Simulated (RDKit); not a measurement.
RDKit input (MMFF94):

```python
from rdkit import Chem
from rdkit.Chem import AllChem, rdDetermineBonds

mol = Chem.MolFromXYZFile('mol.xyz')
rdDetermineBonds.DetermineBonds(mol, charge=-1)
print('SMILES', Chem.MolToSmiles(Chem.RemoveHs(mol)))
ff = AllChem.MMFFGetMoleculeForceField(mol, AllChem.MMFFGetMoleculeProperties(mol))
e0 = ff.CalcEnergy()
flag = ff.Minimize(maxIts=5000, forceTol=1e-5)
print(f'energy {e0:.4f} -> {ff.CalcEnergy():.4f} kcal/mol, converged: {flag == 0}')
print(Chem.MolToXYZBlock(mol))
```
mol.xyz:
```
7

Cl     2.11238200    -1.48098100    -0.17882100
Si     1.28504200     0.52473500     0.48185700
Si    -0.87509400    -0.23788400    -0.14988200
Cl    -2.38560900     1.29615200     0.00395400
H      1.44882100     1.20214200    -0.88189000
H     -1.11117800    -0.76854900    -1.52850000
H     -1.43206200    -1.30742100     0.73547900
```

Output:

```
SMILES Cl[SiH-][SiH2]Cl
energy 43.2844 -> 25.0032 kcal/mol, converged: True
7

Cl     2.361625   -1.379314   -0.034621
Si     1.152690    0.267269    0.156454
Si    -1.051292   -0.266160   -0.176065
Cl    -2.242603    1.369359    0.163091
H      1.640674    1.267724   -0.832616
H     -1.317086   -0.713436   -1.569774
H     -1.501706   -1.317248    0.775728
```

The dipole moment of an ion depends on the origin.

The geometry given is a B3LYP-D3(BJ)/def2-TZVP minimum.
